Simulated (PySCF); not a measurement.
Compound: C₂HBCl₂.
Bonds: C1–C2 (triple), C2–B3, B3–Cl4, B3–Cl5. Hydrogens: H6 on C1.

All values: PBE0/pcSseg-1 and B3LYP/def2-SVPD (PySCF, non-relativistic), on one gas-phase PBE0-D3(BJ)/def2-SVP geometry that isn't relaxed in the solvent. The solvent is an IEF-PCM continuum (van der Waals radii × 1.2). The model holds no explicit solvent molecules, cavitation or dispersion.

Gas phase at PBE0/pcSseg-1: HOMO -8.66 eV, LUMO -2.42 eV, dipole 1.88 D.

What does the continuum do to the energy, the frontier levels and the dipole at PBE0/pcSseg-1 in benzene and tetrahydrofuran?

```tsv
solvent	ε	E(solvent) − E(gas) (kcal/mol)	polarisation term (kcal/mol)	distortion of the solute (kcal/mol)	HOMO (eV)	LUMO (eV)	dipole (D)
benzene	2.271	-1.22	-1.29	0.07	-8.63	-2.38	2.11
tetrahydrofuran	7.426	-2.25	-2.48	0.23	-8.63	-2.37	2.30
```

The polarisation term is half the interaction of the solute with the surface charges that it induces; the rest is the cost of distorting the solute's density. The sum is the electrostatic part of solvation alone. From benzene to tetrahydrofuran the lowering changes by a factor 1.84, Onsager's factor (ε − 1)/(2ε + 1) by 1.77 and ε itself by 3.3.

Which radius a makes the point-dipole formula ΔE = −[(ε − 1)/(2ε + 1)]·μ²/a³ give the value in tetrahydrofuran, with the gas-phase dipole?

μ = 0.739 au and |ΔE| = 0.00359 Eh give a = 2.09 Å; the farthest nucleus lies 2.76 Å from the centroid of the nuclei, so such a sphere wouldn't even hold the nuclei. The formula assumes a rigid point dipole at the centre of a sphere.

Which Mulliken charges (PBE0/pcSseg-1) respond most in benzene (means over atoms taken as equivalent)?

```
  atoms             environment  gas (e)  solvent (e)  change
     C2           alkyne carbon   -0.077       -0.091  -0.014
     H6         alkyne hydrogen   +0.100       +0.112  +0.012
     B3  three-coordinate boron   +0.509       +0.518  +0.009
Cl4/Cl5    chlorine bonded to B   -0.162       -0.168  -0.006
     C1  terminal alkyne carbon   -0.207       -0.202  +0.005
```

Which Mayer bond orders change most in benzene?

```
  bond  length (Å)    gas  solvent  change
 C1–C2       1.217  2.542    2.527  -0.015
B3–Cl4       1.747  1.137    1.131  -0.006
B3–Cl5       1.747  1.136    1.131  -0.005
 C2–B3       1.514  1.067    1.070  +0.003
 C1–H6       1.076  1.070    1.072  +0.002
```

Gas phase at B3LYP/def2-SVPD: HOMO -8.37 eV, LUMO -2.61 eV, dipole 1.74 D.

What does the continuum do to the energy, the frontier levels and the dipole at B3LYP/def2-SVPD in benzene and tetrahydrofuran?

```json
{"solvent": "benzene", "ε": "2.271", "E(solvent) − E(gas) (kcal/mol)": "-1.08", "polarisation term (kcal/mol)": "-1.15", "distortion of the solute (kcal/mol)": "0.07", "HOMO (eV)": "-8.34", "LUMO (eV)": "-2.57", "dipole (D)": "1.97"}
{"solvent": "tetrahydrofuran", "ε": "7.426", "E(solvent) − E(gas) (kcal/mol)": "-2.00", "polarisation term (kcal/mol)": "-2.24", "distortion of the solute (kcal/mol)": "0.24", "HOMO (eV)": "-8.34", "LUMO (eV)": "-2.56", "dipole (D)": "2.16"}
```

How does the static polarisability (B3LYP/def2-SVPD, frozen core, with the continuum's full static response) change?

```
         medium  isotropic (au)  principal values (au)  ⟨r²⟩ of the electrons (bohr²)
            gas            65.6       43.8, 66.3, 86.6                          721.4
        benzene            74.5       49.2, 75.3, 99.1                          720.8
tetrahydrofuran            83.0      55.2, 83.7, 110.0                          720.4
```

The isotropic value in tetrahydrofuran is 1.27 times the gas-phase one; no cavity-field correction is applied. ⟨r²⟩ is taken about the centre of nuclear charge.
